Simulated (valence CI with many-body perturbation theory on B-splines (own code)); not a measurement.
Values are calculated unless marked as measured or tabulated.
# A CI+MBPT run for Tl⁴⁰⁺

Method: configuration interaction combined with many-body perturbation theory (CI+MBPT): five valence electrons over a frozen Dirac-Fock core [Kr], radial functions for each j: 7 s, 7 p, 8 d, 6 f, 4 g, 1 h, with the one-electron correlation potential Σ1 (screened to all orders), the two-electron term Σ2, the three-electron term Σ3, Breit, model QED; selected single and double excitations, second order for the rest, scaled by the run's own slope (own B-spline code, finite nucleus).

Command, and the settings that its task file holds:

```sh
python run_cv.py task.json out
```

```
atom Tl  Z=81  mass_number=205  rms_radius_fm=5.4759
core [Kr]
valence 4d5
avg = 1
basis = M
beyond = 1
breit = 1
cap = 32000
capref = 2200
cscale = 1
de = 0.0
dress = 0
eps = 2e-08
extrap = 1
h = 0.27
hh = 1
l2 = 3
lcore = 6
maxit = 60
n2 = 5
natural = 1
nlev = 190
nno = [4, 4, 5, 4, 3, 1]
nroot = 40
nsp = [3, 3, 3, 2, 1, 0]
pt2 = 1
qed = 1
rpa = 1
s1 = 1
s2 = 1
s3 = 1
screen = 1
tol = 2e-05
whole = 1
```

It took 11 min on 1 thread of Intel(R) Xeon(R) Processor @ 2.30GHz (shared host).

Log. The first blocks belong to the next ion, which gives the ionisation energy. Fields: 2J, parity (1 odd), roots, reference size, generating configurations, candidates as configurations/state functions, variational space P, stored matrix elements, Davidson steps; e2 is the range of second-order energies in hartree. The first line gives the box (bohr), its intervals, the orbitals and the steps of their self-consistent field. Window is the range of levels sought, series limit the energy at which the first omitted orbital would enter, core excitation an estimate of the first excitation out of the core, left out the lowest levels not solved, and shifts from estimates the range by which levels moved from their first estimate, all in cm⁻¹.

```
rmax 3.6 intervals 57 orbitals 59 references ['4d5', '4d4 4f', '4d3 4f2', '4d4 5s', '4d4 5p'] scf 5 t 1.5
2J=0 par=0 roots 2 ref 26 generators 6 cand 7162/17694 P 1350/2549 nnz 1.2e+06 it 5
2J=0 par=0 roots 2 ref 26 generators 11 cand 9621/24491 P 2013/4118 nnz 2.5e+06 it 4
   second order: generators 11 cand 8958/22922 e2 -0.00003 -0.00001
reference levels 1532, estimated 383, window 2378618 1/cm; series limit 9885860, core excitation 1486636
2J=5 par=0 roots 10 ref 183 generators 15 cand 12988/429590 P 452/6399 nnz 8.5e+06 it 7
2J=5 par=0 roots 10 ref 183 generators 16 cand 12738/425870 P 2013/27984 nnz 1.4e+08 it 7
   second order: generators 22 cand 18135/681747 e2 -0.00081 -0.00048
2J=7 par=0 roots 7 ref 192 generators 9 cand 12977/478238 P 356/6371 nnz 1e+07 it 4
2J=7 par=0 roots 7 ref 192 generators 12 cand 12780/474534 P 1510/25358 nnz 1.3e+08 it 6
   second order: generators 18 cand 21505/861841 e2 -0.00105 -0.00074
2J=3 par=0 roots 7 ref 141 generators 11 cand 12940/324949 P 511/6400 nnz 9.2e+06 it 5
2J=3 par=0 roots 7 ref 141 generators 11 cand 12649/321173 P 2254/26759 nnz 1.3e+08 it 7
   second order: generators 20 cand 21294/566946 e2 -0.00045 -0.00028
2J=11 par=0 roots 3 ref 150 generators 8 cand 12646/423775 P 490/6386 nnz 9.6e+06 it 4
2J=11 par=0 roots 3 ref 150 generators 12 cand 12369/420036 P 2007/26026 nnz 1.3e+08 it 6
   second order: generators 15 cand 16202/589970 e2 -0.00031 -0.00030
2J=9 par=0 roots 5 ref 181 generators 9 cand 12869/472687 P 395/6378 nnz 9.9e+06 it 5
2J=9 par=0 roots 5 ref 181 generators 12 cand 12643/468975 P 1614/25498 nnz 1.3e+08 it 8
   second order: generators 17 cand 18382/758422 e2 -0.00094 -0.00054
2J=1 par=0 roots 4 ref 77 generators 9 cand 12679/174250 P 919/6400 nnz 8.7e+06 it 4
2J=1 par=0 roots 4 ref 77 generators 12 cand 12102/170424 P 2961/21910 nnz 6.4e+07 it 5
   second order: generators 15 cand 16122/256220 e2 -0.00015 -0.00009
2J=13 par=0 roots 1 ref 112 generators 2 cand 7165/242210 P 564/6394 nnz 1.2e+07 it 4
2J=13 par=0 roots 1 ref 112 generators 5 cand 10893/336708 P 1670/20263 nnz 8.7e+07 it 5
   second order: generators 7 cand 12881/402600 e2 -0.00015 -0.00015
2J=5 par=1 roots 32 ref 61 generators 12 cand 12949/403648 P 323/6388 nnz 7.1e+06 it 9
2J=5 par=1 roots 32 ref 61 generators 18 cand 16034/506402 P 1243/31228 nnz 1.2e+08 it 10
   second order: generators 34 cand 32106/1389954 e2 -0.00747 -0.00255
2J=7 par=1 roots 33 ref 63 generators 12 cand 15280/554603 P 298/6389 nnz 7.4e+06 it 12
...
2J=15 par=1 roots 9 ref 15 generators 12 cand 14403/318357 P 1938/30203 nnz 1.2e+08 it 9
   second order: generators 20 cand 22814/788607 e2 -0.00269 -0.00141
2J=17 par=1 roots 4 ref 6 generators 4 cand 5807/77025 P 625/6381 nnz 7e+06 it 5
2J=17 par=1 roots 4 ref 6 generators 8 cand 11657/214203 P 2654/31529 nnz 1.3e+08 it 7
   second order: generators 17 cand 20759/577530 e2 -0.00086 -0.00060
2J=19 par=1 roots 2 ref 2 generators 2 cand 3021/30955 P 764/6400 nnz 8.4e+06 it 4
2J=19 par=1 roots 2 ref 2 generators 6 cand 9927/137517 P 2736/26393 nnz 1.3e+08 it 5
   second order: generators 12 cand 17887/401548 e2 -0.00008 -0.00007
left out: unestimated 3740664, estimated 2504836, shifts from estimates -654 to 108
operators 2.7
```

The Davidson iterations converged.

The last digits are not significant, and no measured levels were compared; by estimate large intervals hold to a few tenths of a per cent, small ones and those within an open d or f shell to about a per cent. The list stops below the first excitations out of the core.

```
Valence energy                            : -380.7399 hartree
Ionisation energy                         : 1922.3 eV (NIST: 1920 ± 4 eV (theoretical))
Reference configurations for the orbitals : 4d5, 4d4 4f, 4d3 4f2, 4d4 5s, 4d4 5p
Radial orbitals                           : 59
Box radius                                : 3.642 bohr
Largest variational space                 : 31993
Lowest levels                             : (4d3/2^4 4d5/2) J=5/2 0.000, (4d3/2^3 4d5/2^2) J=5/2 [a] 23.143, (4d3/2^3 4d5/2^2) J=7/2 [a] 28.353, (4d3/2^3 4d5/2^2) J=3/2 [a] 28.995, (4d3/2^3 4d5/2^2) J=11/2 29.459, (4d3/2^3 4d5/2^2) J=9/2 31.386, (4d3/2^3 4d5/2^2) J=5/2 [b] 32.790, (4d3/2^3 4d5/2^2) J=1/2 34.119, (4d3/2^3 4d5/2^2) J=7/2 [b] 34.726, (4d3/2^3 4d5/2^2) J=3/2 [b] 41.848, (4d3/2^2 4d5/2^3) J=5/2 [a] 51.141, (4d3/2^2 4d5/2^3) J=7/2 [a] 54.876, (4d3/2^2 4d5/2^3) J=11/2 55.582, (4d3/2^2 4d5/2^3) J=9/2 [a] 56.232 eV
```

Levels are named by their leading jj configuration (3d3/2^4 stands for four electrons in 3d with j = 3/2), which in mixed levels can hold well under half, so a name can repeat and another be missing. Letters in brackets count levels of one name in rising energy.
